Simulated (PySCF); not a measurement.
# Correlation energy of W (tungsten, neutral)

[Xe] 4f14 5d4 6s1 6p1, one real determinant (an excited configuration). All numbers are calculated (PySCF 2.14, the spin-free X2C one-electron Hamiltonian (Gaussian nucleus), in x2c-TZVPPall). Frozen: [Xe] 4f14; 6 electrons correlated.

```json
{"level": "CCSD", "correlation energy (mhartree)": "-60.26"}
{"level": "(T)", "correlation energy (mhartree)": "-1.55"}
{"level": "CCSD(T)", "correlation energy (mhartree)": "-61.81"}
```

Diagnostics: T1 = 0.015, D1 = 0.0500, largest double amplitude 0.078.

Q: Is a single reference adequate?

A: Mostly. T1 lies below 0.03, but a double amplitude of this size points to a near-degeneracy that CCSD handles and MP2 describes poorly.

The basis was made for the ground configuration and has no added diffuse functions, which can raise the energy of the promoted electron.

The reference is one real determinant that mixes LS terms of this configuration.
